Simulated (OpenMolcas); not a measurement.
Mn3+ among 6 point charges of -2.2 e arranged as a trigonal antiprism (D3d), 1.99 Å from the ion, with a polar angle of 62.4° against the regular 54.74°.
```
   0.0000    1.7635    0.9220  -2.20
  -1.5273   -0.8818    0.9220  -2.20
   1.5273   -0.8818    0.9220  -2.20
   0.0000   -1.7635   -0.9220  -2.20
   1.5273    0.8818   -0.9220  -2.20
  -1.5273    0.8818   -0.9220  -2.20
```

```
Program             : OpenMolcas 26.06
Method              : CASSCF
Basis               : ANO-RCC-VTZP [6s5p3d2f1g]
Scalar Hamiltonian  : DKH2, point nucleus
Active space        : 4 electrons in 5 orbitals (3d)
State averaging     : 2S+1 = 5 even, 5 roots; 2S+1 = 3 even, 45 roots; 2S+1 = 1 even, 50 roots
Spin-orbit coupling : state interaction with AMFI integrals over the reference wave functions
```

(1) What is the spin-free ground state (labels of D3, the rotations of D3d)?

(2) Where is the first state of the same spin?

(3) What are the lowest two levels with spin-orbit coupling?

(4) What is χT at 300 K, and how does it compare with the textbook value?

## Answers

(1) 5E, 2-fold in its orbital part, 100 % from free-ion D terms; it has the highest spin that d4 allows.

(2) 5E at 5680 cm-1 above the ground state.

(3) A 1-fold level A1, then a 1-fold level A2 0.1 cm-1 above it. Their leading multiplicities are 5 (100 %) and 5 (100 %).

(4) The lowest level has 2S+1 = 5, for which the spin-only value is χT = S(S+1) / 2 = 3.000 cm3 K/mol (g = 2). The computed 2.177 at 300 K differs by -0.823, through orbital momentum, spin-orbit coupling and any other state in reach.

An orbital doublet at a regular site is open to a Jahn-Teller distortion, which this geometry leaves out. Without dynamic correlation the repulsion within the d shell is too large (B by tens of per cent), so at a given field states of lower spin stand too high. Point charges carry no covalency, so the field is a model and not that of real ligands. No measured value stands beside these numbers.
